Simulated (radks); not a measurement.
Problem. Species: Br. Configuration: [Ar] 3d10 4s2 4p4 6d1 (not the ground configuration). Method: scalar-relativistic Kohn-Sham, PBE, spin-polarised, spherical densities, finite nucleus; open shells are filled with parallel spins first; Fermi nuclear charge, rms radius 4.1629 fm; computed with a radial shooting solver on a logarithmic mesh with Libxc functionals. Some entries of the table are withheld. Estimate them.

orbital,occ.,eigenvalue (hartree),<1/r> (bohr^-1),<r> (bohr)
1s up,1,-489.7841,35.66,0.04275
1s down,1,-489.7793,35.66,0.04275
2s up,1,-64.04564,7.897,0.1895
2s down,1,-64.04302,7.897,0.1895
2p up,3,-56.53119,7.729,0.1654
2p down,3,-56.52661,7.729,0.1654
3s up,1,-9.10497,2.593,0.5514
3s down,1,-9.09872,2.593,0.5513
3p up,3,(1),2.441,0.5641
3p down,3,(2),2.441,0.5639
3d up,5,-2.80864,2.152,0.5907
3d down,5,-2.79953,2.155,0.5890
4s up,1,-1.09029,0.8105,1.634
4s down,1,-1.02307,0.8141,1.634
4p up,3,-0.61527,(3),1.951
4p down,1,-0.54881,(4),1.980
6d up,1,-0.01961,0.05788,23.93

Solution. 
(1) 3p up eigenvalue (hartree): -6.73205
(2) 3p down eigenvalue (hartree): -6.72501
(3) 4p up <1/r> (bohr^-1): 0.6710
(4) 4p down <1/r> (bohr^-1): 0.6650
